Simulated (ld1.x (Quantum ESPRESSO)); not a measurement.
# bismuth (Bi), TM: configuration errors across variants

bismuth, norm-conserving Troullier–Martins (Kleinman–Bylander form), made with ld1.x (Quantum ESPRESSO) 7.5 (LDA (PZ), scalar-relativistic). Core [Xe] 4f14, reference 5d10 6s2 6p3. Waves: 6s (bound): rc 1.80 bohr; 6p (bound): rc 2.50 bohr; 5d (bound): rc 1.85 bohr; 5f channel at 0.1 Ry: rc 2.70 bohr. Local part: all-electron potential smoothed inside 1.45 bohr (lloc = -1). Core correction: a·sin(br)/r model core inside 1.05 bohr.

All-electron excitation energies from the reference (eV): (1) 5d10 6s2 6p2 8.154; (2) 5d10 6s2 6p1 23.719; (3) 5d10 6s2 6p0 47.434; (4) 5d10 6s2 6p2.5 3.208; (5) 5d10 6s1 6p4 10.177; (6) 5d10 6s2 6p3.3 -1.152; (7) 5d10 6s2 6p3 spin -1.024; (8) 5d10 6s2 6p2 spin 7.602.

Spin tests fill each open shell by Hund’s rule, majority spin first.

Tests that are not counted but printed errors over 1 eV. “base”: 5d9 6s2 6p4 (solver errors, printed error -1492 eV). “wave 5f channel at 0.1 Ry: rc 2.70 bohr becomes 5f channel at 1.85 Ry: rc 2.70 bohr”: 5d9 6s2 6p4 (solver errors, printed error -1492 eV). “core correction a·sin(br)/r model core inside 0.94 bohr”: 5d9 6s2 6p4 (solver errors, printed error -1493 eV). “wave 5f channel at 0.1 Ry: rc 2.70 bohr becomes 5f channel at 0.1 Ry: rc 3.12 bohr”: 5d9 6s2 6p4 (solver errors, printed error -1492 eV). “wave 5d (bound): rc 1.85 bohr becomes 5d (bound): rc 1.80 bohr”: 5d9 6s2 6p4 (solver errors, printed error -1493 eV).

1 further variants failed, have other tests or too few solved ones, and are left out.

A true bound ghost makes a file unfit for plane-wave use even where its test errors are small: the radial tests pick states by their node count and pass the ghost by. Where a test does run into it, the solver fails or the error is huge.

Errors AE − PS in meV (a dash: test not solved or not reliable):

| change | (1) | (2) | (3) | (4) | (5) | (6) | (7) | (8) | bound ghosts |
| --- | --- | --- | --- | --- | --- | --- | --- | --- | --- |
| base | -4.1 | -13 | -28 | -1.6 | -6.2 | +0.5 | +7.7 | +1.0 | s, p |
| wave 5f channel at 0.1 Ry: rc 2.70 bohr becomes 5f channel at 1.85 Ry: rc 2.70 bohr | -4.1 | -13 | -28 | -1.6 | -6.2 | +0.5 | +7.7 | +1.0 | s, p |
| core correction a·sin(br)/r model core inside 0.94 bohr | -4.1 | -13 | -28 | -1.6 | -6.2 | +0.5 | +7.7 | +1.0 | s, p |
| local potential all-electron potential smoothed inside 2.24 bohr (lloc = -1) | -1.7 | -4.7 | -23 | -1.0 | -2.9 | +0.6 | +8.5 | +2.0 | none |
| wave 5f channel at 0.1 Ry: rc 2.70 bohr becomes 5f channel at 0.1 Ry: rc 3.12 bohr | -4.1 | -13 | -28 | -1.6 | -6.2 | +0.5 | +7.7 | +1.0 | s, p |
| wave 5d (bound): rc 1.85 bohr becomes 5d (bound): rc 1.80 bohr | -4.2 | -13 | -28 | -1.6 | -6.2 | +0.5 | +7.7 | +1.0 | s, p |

**Question.** Give the same row for: local potential the d channel.

**Answer.** -5.5, -17, -30, -1.9, -8.4, +0.4, +7.1, +0.3; bound ghosts: f, s, p. Not counted: 5d9 6s2 6p4 (solver errors, printed error -1599 eV).
